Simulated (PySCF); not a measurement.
# Reading the logs of faulty runs: B2H6NSi

All numbers below are calculated, not measured. They come from PySCF 2.14.0, an open-source quantum chemistry program, on an isolated molecule that a program drew, which may never have been made. The molecule is B2H6NSi (charge 0, doublet), drawn as the SMILES string `[BH]B[SiH2]N`.

Each row is a Hartree-Fock (HF) and frozen-core CCSD(T) single point in the cc-pV(D+d)Z basis, meant for a local HF minimum. Run 1 is clean. Each other run has one planted mistake out of seven kinds, and not every kind appears here: one electron removed, one electron added, multiplicity raised by two, geometry at a saddle point, minimal basis STO-3G, one bond length entered in bohr, all coordinates scaled. The reference is restricted for singlets and unrestricted otherwise, and also for a bond in bohr. Adding or removing an electron swaps singlet and doublet. Electrons count all cores. HOMO and LUMO are orbital energies over both spins, the gradient is its largest component, and the lowest frequency (negative if imaginary) is given only where the gradient is small. Bond lengths are over the 9 bonds as drawn. T1 is the CCSD diagnostic: over 0.02 (restricted) or 0.045 (unrestricted) a single reference is doubtful.

Geometry of the clean run:
```xyz
10
B2H6NSi, angstrom
B    -0.2338    1.4548    2.5515
B     0.0815    1.5356    1.0049
Si    0.4181   -0.1596   -0.0871
N     1.8475   -0.1207   -1.0731
H    -0.4600    1.3308    3.7063
H     0.1221    2.5945    0.4343
H     0.5587   -1.3605    0.7765
H    -0.7612   -0.3618   -0.9687
H     2.7173   -0.3611   -0.6338
H     1.9891    0.6717   -1.6732
```

```
run,electrons,basis functions,<S^2>,HOMO (eV),LUMO (eV),gradient (hartree/bohr),lowest frequency (cm^-1),mean bond (Å),longest bond (Å),T1,HF (hartree),CCSD(T) (hartree),mistake
1,37,95,0.757,-8.77,0.99,3.3e-05,65,1.4143,2.044,0.0197,-396.18799,-396.67510,no fault
2,37,95,3.776,-6.53,-1.18,5.3e-02,-,1.4143,2.044,0.0266,-396.06641,-396.54805,multiplicity raised by two
3,37,30,0.757,-6.96,5.37,2.8e-02,-,1.4143,2.044,0.0200,-391.47767,-391.67634,minimal basis STO-3G
4,36,95,0.000,-14.73,-6.72,5.0e-02,-,1.4143,2.044,0.0290,-395.90434,-396.37609,one electron removed
5,37,95,0.758,-8.72,0.98,2.0e-02,-,1.4496,2.095,0.0202,-396.18279,-396.67286,all coordinates scaled
6,38,95,0.000,-0.91,7.80,3.4e-02,-,1.4143,2.044,0.0187,-396.18334,-396.71274,?
```

**Which mistake was planted in run 6, and what did it cost?**

It counts 38 electrons, one more than the clean run, at the same geometry and basis. So the mistake is: one electron added. Subtracting run 1 and multiplying by 627.51 kcal/mol a hartree, the energy moved by 2.9 kcal/mol in HF and -23.6 kcal/mol in CCSD(T).

Cautions from the logs. Run 4: T1 is over the limit, so its CCSD(T) energy is less reliable.
